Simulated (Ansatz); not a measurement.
C₄H₁₆Al₂N₂, SMILES [CH3][Al-]1([CH3])[NH2+][Al-]([CH3])([CH3])[NH2+]1. Atoms are numbered in the order given.

```xyz
24

C     -2.3654     1.7160    -0.0803
Al    -1.4105     0.0009    -0.2098
C     -2.2866    -1.7139    -0.6123
N      0.1997     0.2124    -1.3350
Al     1.4115    -0.0013     0.2107
C      2.2897     1.7124     0.6139
C      2.3645    -1.7175     0.0802
N     -0.1987    -0.2114     1.3361
H     -2.8849     1.9783    -1.0196
H     -3.1423     1.7049     0.7054
H     -1.6944     2.5627     0.1540
H     -1.5764    -2.5607    -0.6415
H     -2.8012    -1.7024    -1.5901
H     -3.0570    -1.9764     0.1350
H      0.2713     1.1147    -1.8112
H      0.3076    -0.4982    -2.0626
H      1.5808     2.5602     0.6424
H      2.8032     1.6999     1.5922
H      3.0613     1.9737    -0.1326
H      2.8842    -1.9807     1.0191
H      3.1408    -1.7069    -0.7060
H      1.6923    -2.5633    -0.1540
H     -0.3063     0.4999     2.0630
H     -0.2705    -1.1132     1.8131
```

Geometry: r2SCAN-D4/def2-SVP.

Two levels are set side by side: PBE-D3(BJ)/def2-SVP (Ansatz, a program for electronic structure) and r2SCAN-D4/def2-SVP (Ansatz). Each level has its own optimised geometry; the coordinates shown are those of the second. Differences are taken from unrounded values.

```json
[
 {"quantity": "mean bond length (Å)", "r2SCAN-D4": "1.439"},
 {"quantity": "bond C1–Al2 (Å)", "r2SCAN-D4": "1.967"},
 {"quantity": "bond Al2–C3 (Å)", "r2SCAN-D4": "1.967"},
 {"quantity": "bond Al2–N4 (Å)", "r2SCAN-D4": "1.976"},
 {"quantity": "bond Al2–Al5 (Å)", "r2SCAN-D4": "2.853"},
 {"quantity": "bond Al2–N8 (Å)", "r2SCAN-D4": "1.976"},
 {"quantity": "bond N4–Al5 (Å)", "r2SCAN-D4": "1.976"},
 {"quantity": "bond Al5–C6 (Å)", "r2SCAN-D4": "1.967"},
 {"quantity": "bond Al5–C7 (Å)", "r2SCAN-D4": "1.967"},
 {"quantity": "bond Al5–N8 (Å)", "r2SCAN-D4": "1.976"},
 {"quantity": "bond C1–H9 (Å)", "r2SCAN-D4": "1.105"},
 {"quantity": "bond C1–H10 (Å)", "r2SCAN-D4": "1.105"},
 {"quantity": "bond C1–H11 (Å)", "r2SCAN-D4": "1.106"},
 {"quantity": "bond C3–H12 (Å)", "r2SCAN-D4": "1.106"},
 {"quantity": "bond C3–H13 (Å)", "r2SCAN-D4": "1.105"},
 {"quantity": "bond C3–H14 (Å)", "r2SCAN-D4": "1.105"},
 {"quantity": "bond N4–H15 (Å)", "r2SCAN-D4": "1.023"}
]
```

**Question.** What does PBE-D3(BJ) give, and how far is it from r2SCAN-D4? (Estimate from the structure and the level; the computed values follow.)

**Answer.** 
```csv
quantity,PBE-D3(BJ),PBE-D3(BJ) minus r2SCAN-D4
mean bond length (Å),1.448,0.009
bond C1–Al2 (Å),1.977,0.010
bond Al2–C3 (Å),1.977,0.010
bond Al2–N4 (Å),1.989,0.013
bond Al2–Al5 (Å),2.873,0.020
bond Al2–N8 (Å),1.989,0.013
bond N4–Al5 (Å),1.989,0.013
bond Al5–C6 (Å),1.977,0.010
bond Al5–C7 (Å),1.977,0.010
bond Al5–N8 (Å),1.989,0.013
bond C1–H9 (Å),1.112,0.007
bond C1–H10 (Å),1.112,0.007
bond C1–H11 (Å),1.112,0.007
bond C3–H12 (Å),1.112,0.007
bond C3–H13 (Å),1.112,0.007
bond C3–H14 (Å),1.112,0.007
bond N4–H15 (Å),1.029,0.006
```

On these quantities the two levels nearly agree.
